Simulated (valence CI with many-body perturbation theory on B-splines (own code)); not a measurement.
**Missing levels of Eu XXIII**

Level of theory: relativistic CI+MBPT: five valence electrons over a frozen Dirac-Fock core [Kr], a basis of 7 s, 7 p, 8 d, 6 f, 4 g, 1 h functions for each j, with the one-electron correlation potential Σ1 (screened to all orders), the two-electron term Σ2, the three-electron term Σ3, Breit, model QED; selected single and double excitations, second order for the rest, scaled by the run's own slope (own B-spline code, finite nucleus).

No measured spectrum was set against this ion. As an estimate, terms of the open shell hold to 2 to 4 % of their energy, and close levels can change places. Among the levels kept, up to 450 cm⁻¹ of a level comes from second order outside the variational space, and about a tenth of that is noise between levels of different J, which matters for small intervals. The list stops below the first excitations out of the core.

```
                      Level  E (cm⁻¹)
      (4d3/2^4 4d5/2) J=5/2       0.0
(4d3/2^3 4d5/2^2) J=5/2 [a]     39550
(4d3/2^3 4d5/2^2) J=7/2 [a]     64474
(4d3/2^3 4d5/2^2) J=3/2 [a]     66998
   (4d3/2^3 4d5/2^2) J=11/2     69418
    (4d3/2^3 4d5/2^2) J=9/2         ?
(4d3/2^3 4d5/2^2) J=5/2 [b]         ?
    (4d3/2^3 4d5/2^2) J=1/2     82113
(4d3/2^3 4d5/2^2) J=7/2 [b]         ?
(4d3/2^2 4d5/2^3) J=5/2 [a]    101090
(4d3/2^2 4d5/2^3) J=7/2 [a]    110650
   (4d3/2^2 4d5/2^3) J=11/2         ?
(4d3/2^3 4d5/2^2) J=3/2 [b]    114760
(4d3/2^2 4d5/2^3) J=9/2 [a]    119340
(4d3/2^2 4d5/2^3) J=1/2 [a]    119720
(4d3/2^2 4d5/2^3) J=3/2 [a]    125530
   (4d3/2^2 4d5/2^3) J=13/2         ?
(4d3/2^2 4d5/2^3) J=5/2 [b]         ?
(4d3/2^2 4d5/2^3) J=9/2 [b]    144060
(4d3/2^2 4d5/2^3) J=7/2 [b]    147610
```

Levels are named by their leading jj configuration (3d3/2^4 stands for four electrons in 3d with j = 3/2), which in mixed levels can hold well under half, so a name can repeat and another be missing. Letters in brackets count levels of one name in rising energy.

(1) The levels stand in rising order. What does the calculation give for the missing energies?

## Answers

(1) (4d3/2^3 4d5/2^2) J=9/2 75616; (4d3/2^3 4d5/2^2) J=5/2 [b] 76959; (4d3/2^3 4d5/2^2) J=7/2 [b] 93723; (4d3/2^2 4d5/2^3) J=11/2 113820; (4d3/2^2 4d5/2^3) J=13/2 125930; (4d3/2^2 4d5/2^3) J=5/2 [b] 130550.
